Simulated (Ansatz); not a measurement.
The cluster Ag₂Te₄: single points at one geometry.

```yaml
crystal:
  periodic: [false, false, false]
  atoms:
    - {symbol: Ag, position_ang: [1.462477, -1.757249, -0.630136]}
    - {symbol: Ag, position_ang: [0.515624, 2.016850, -1.133713]}
    - {symbol: Te, position_ang: [-1.009121, -2.527901, 0.145119]}
    - {symbol: Te, position_ang: [1.916490, 0.581422, 0.762326]}
    - {symbol: Te, position_ang: [-0.809383, -0.029374, 1.282217]}
    - {symbol: Te, position_ang: [-2.076097, 1.716251, -0.425804]}
basis:
  gaussian: {orbitals: def2-TZVP, initial_orbitals: start.molden}
correlation: {method: mp2}
scf: {omitted_lower_state_checks: [starts]}
output: {orbitals: {seedname: orbitals}}
```

The file start.molden holds the orbitals of an earlier run on this structure, at another level or in another basis.

```sh
$ ansatz run in.yaml --threads 4 --pin off --events-out ev --progress --plain --max-ram 4787MiB
```

Output, abridged:

```
Functional definition: HF
  name "HF"
  cite "Fock, Z. Phys. 61, 126 (1930) doi:10.1007/BF01340294"
  parent pbe
  exchange = exact_x
  correlation = 0
these checks for a lower state are left out or cut short: starts
2700 factors; integrals over basis functions are off by at most 4.2e-4 eV
mean field evaluation 1: about -37016.0887 eV, gradient 2.5e1 eV
mean field evaluation 2: about -37017.8000 eV, gradient 1.5e0 eV
mean field evaluation 4: about -37018.8524 eV, gradient 5.2e-2 eV
mean field evaluation 8: about -37018.8526 eV, gradient 3.0e-6 eV
mean field -37018.85255363 eV, -1360.4177390663 hartree, gradient 1.7e-6 eV, S^2 0.000000; 0 other end points of the search recorded, 0 dependent functions left out
16 core orbitals not correlated: weight in the atoms' cores, before any rotation towards them, 1.000 or more for the frozen orbitals, at most 0.000 for the correlated occupied ones
reference -37018.85255363 eV, -1360.4177390663 hartree; 51, 51 occupied and 213, 213 virtual orbitals, 2700 factors
second order -76.55454715 eV of doubles, -0.00000000 eV of singles
Total energy: -37095.40710078 eV, -1363.2310667835 hartree
Checks for a lower state left out: starts
```

It took 18 s on 4 threads of Arm Neoverse V2 on a shared host, peak host memory 1.4 GiB.

The first input with `hamiltonian: {xc: pbe, dispersion: d4}`, `output: {forces: true, orbitals: {seedname: orbitals}}` and without the key `correlation` (abridged; 8 s):

```
Functional definition: PBE
mean field -37178.62808207 eV, -1366.2893814369 hartree, gradient 1.4e-5 eV, S^2 0.000000
Total energy: -37179.27605634 eV, -1366.3131940520 hartree
Atom 0 force    -0.094630     0.091196     0.091233 eV/Å
Atom 1 force    -0.048383    -0.100397     0.118419 eV/Å
Atom 2 force     0.044550    -0.117455    -0.033547 eV/Å
Atom 3 force     0.133602     0.025818    -0.097534 eV/Å
Atom 4 force    -0.026236    -0.016580    -0.009149 eV/Å
Atom 5 force    -0.008904     0.117419    -0.069421 eV/Å
Dipole moment:     0.480538     0.106393    -0.113430 e Å
Checks for a lower state left out: starts
```

The first input with `hamiltonian: {xc: {name: B2PLYP}}` and without the key `correlation`, `output` (abridged; 27 s):

```
Functional definition: B2PLYP
mean field -37127.00159286 eV, -1364.3921429522 hartree, gradient 3.8e-6 eV, S^2 0.000000
16 core orbitals not correlated: weight in the atoms' cores, before any rotation towards them, 1.000 or more for the frozen orbitals, at most 0.000 for the correlated occupied ones
second order -89.52678597 eV of doubles, -0.00000000 eV of singles
Total energy: -37151.17399316 eV, -1365.2804622783 hartree
Checks for a lower state left out: starts
```

The first input with `hamiltonian: {xc: r2scan, dispersion: d4}` and without the key `correlation` (abridged; 15 s):

```
Functional definition: r2SCAN
mean field -37192.60474675 eV, -1366.8030143901 hartree, gradient 1.0e-5 eV, S^2 0.000000
Total energy: -37192.73059766 eV, -1366.8076393256 hartree
Checks for a lower state left out: starts
```

First input, but with `hamiltonian: {xc: {name: wB97M-V}}` and without the key `correlation` (abridged; 41 s):

```
Functional definition: wB97M-V
mean field -37171.79758540 eV, -1366.0383653142 hartree, gradient 9.2e-6 eV, S^2 0.000000
Total energy: -37171.79764114 eV, -1366.0383673627 hartree
Checks for a lower state left out: starts
```

First input, but with `hamiltonian: {xc: {name: r2SCAN0}, dispersion: d4}` and without the key `correlation` (abridged; 23 s):

```
Functional definition: r2SCAN0
mean field -37187.30348681 eV, -1366.6081966806 hartree, gradient 2.6e-5 eV, S^2 0.000000
Total energy: -37187.47608312 eV, -1366.6145394780 hartree
Checks for a lower state left out: starts
```

First input, but with `hamiltonian: {xc: pbe}`, `correlation: {method: rpa}` and without the key `output` (abridged; 31 s):

```
Functional definition: PBE
mean field -37178.62807707 eV, -1366.2893812532 hartree, gradient 2.7e-6 eV, S^2 0.000000
16 core orbitals not correlated: weight in the atoms' cores, before any rotation towards them, 1.000 or more for the frozen orbitals, at most 0.000 for the correlated occupied ones
Total energy: -37112.22595108 eV, -1363.8491481321 hartree
Checks for a lower state left out: starts
```

Geometry: PBE0-D4/def2-SVP.

In the def2 sets Ag, Te take a core potential; there is no spin–orbit coupling. Correlated methods freeze 16 core orbitals; core or outer-core shells of Ag, Te are correlated, in sets that lack core-valence functions. Another isomer (singlet) lies 0.66 eV lower at PBE0-D4/def2-TZVP; other spin states weren't run for this one.
